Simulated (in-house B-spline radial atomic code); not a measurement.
A calculation on Zr: its settings, and results tabulated from the run. Level of theory: Dirac-Kohn-Sham LDA VWN5, spherical fractional occupations, Fermi nucleus of rms radius 4.2694 fm; calculated with a radial B-spline atomic code at the basis-set limit.

Command:
```bash
python run_scf.py task.json out
```
Settings (nuclear radius in fm, mass in u):
```
Z                40
configuration    [Kr] 4d2 5s2
hamiltonian      dirac
method           lda,vwn
spin_polarised   False
nucleus          fermi
rms_radius       4.2694
atomic_mass      89.9047
speed_of_light   137.035999084
```

Output (hartree, bohr):
```
 radial grid: 78 intervals, B-splines of order 8, outer radius 50 bohr

 iter        energy (Eh)    residual
    1       -3593.131719    3.52e-01
    2       -3593.751357    1.67e-01
    3       -3594.957846    2.51e-02
    4       -3594.991968    8.22e-03
    5       -3594.995335    2.78e-03
    6       -3594.995886    1.23e-03
    7       -3594.995941    4.97e-04
    8       -3594.995959    6.92e-05
    9       -3594.995959    1.11e-06
   10       -3594.995959    2.91e-08

 total energy                     -3594.99596
 kinetic                            3713.9034
 electron-nucleus                  -8679.8190
 Hartree                            1481.0230
 exchange-correlation               -110.1034

 first-order corrections (not in the total)
   Gaunt                             2.2736
   retardation                      -0.2239
   frequency dependence             -0.0126
   self-energy                       1.5227
   Uehling                          -0.1683
   Wichmann-Kroll                    0.0023
   recoil                            0.0156

 orbital      occ     eigenvalue          <r>       <r^2>       <1/r>       <r^4>       r_max    small
 1s1/2      2.000      -653.7982    0.0371065  0.00185656     41.2086 8.90602e-06     0.02417  2.12e-02
 2s1/2      2.000       -90.5949     0.162495   0.0311837     9.32857  0.00167929      0.1373  4.30e-03
 2p1/2      2.000       -82.9951     0.138749   0.0236304     9.31023  0.00112362       0.107  4.31e-03
 2p3/2      4.000       -79.8455     0.143129   0.0250167     8.90786  0.00124463      0.1106  4.18e-03
 3s1/2      2.000       -14.8248     0.459213       0.242     3.15559   0.0913799      0.4089  1.12e-03
 3p1/2      2.000       -11.9940     0.455546    0.242189     3.05379   0.0967729      0.3964  1.06e-03
 3p3/2      4.000       -11.4918      0.46611    0.253327     2.95646    0.105688      0.4056  1.03e-03
 3d3/2      4.000        -6.4799     0.450753    0.246002     2.75492     0.12012      0.3451  9.16e-04
 3d5/2      6.000        -6.3881      0.45432    0.249768     2.72981    0.123667      0.3478  9.06e-04
 4s1/2      2.000        -2.0027      1.21178     1.66779     1.12431     4.26108       1.075  2.38e-04
 4p1/2      2.000        -1.2395      1.34737     2.08752    0.999928     7.05102        1.16  1.95e-04
 4p3/2      4.000        -1.1731      1.37948     2.18876     0.97244     7.76541       1.186  1.87e-04
 4d3/2      0.800        -0.1402      2.27845     6.49671     0.60158     95.8799       1.601  7.83e-05
 4d5/2      1.200        -0.1354      2.30725     6.66888    0.594229     101.348       1.616  7.66e-05
 5s1/2      2.000        -0.1686       3.6952     15.6015    0.347242     391.123       3.117  2.86e-05

 Slater integrals (Eh)
   F0(4d3/2,4d3/2)               0.403851
   F2(4d3/2,4d3/2)               0.193169
   F0(4d3/2,4d5/2)               0.401371
   F2(4d3/2,4d5/2)               0.191864
   G2(4d3/2,4d5/2)               0.191824
   G4(4d3/2,4d5/2)               0.122199
   F0(4d3/2,5s1/2)               0.286842
   G2(4d3/2,5s1/2)               0.077100
   F0(4d5/2,4d5/2)               0.398933
   F2(4d5/2,4d5/2)               0.190605
   F4(4d5/2,4d5/2)               0.121386
   F0(4d5/2,5s1/2)               0.286023
   G2(4d5/2,5s1/2)               0.078439
   F0(5s1/2,5s1/2)               0.244233
```

Cost of the run: 2.5 s on 1 thread of x86-64 server CPU, on a shared host.

For the Dirac Hamiltonian the kinetic term is c α·p + (β - 1)c².
